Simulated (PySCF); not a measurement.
Computed with PySCF with PBE-D3(BJ)/def2-TZVP. Gas-phase values, no solvent. One relaxed conformer stands for a flexible species; it need not be the lowest. Excitations are Tamm–Dancoff values on a coarser integration grid. The basis has no diffuse functions, so Rydberg states are missing or too high.

Reference species (SMILES): `CC(=C)[SiH3]` (neutral, multiplicity 1).

```json
{
  "LUMO": "-1.29 eV",
  "brightest of the four lowest singlets (TDA)": "6.93 eV"
}
```

Changed species: `C=CC[SiH3]` (C–C–C–Si torsion 106°).

Task: Give the shifts of the LUMO and brightest of the four lowest singlets (TDA).

Result: the LUMO rises by 0.35 eV, to -0.94 eV; the brightest of the four lowest singlets (TDA) falls by 0.29 eV, to 6.64 eV.
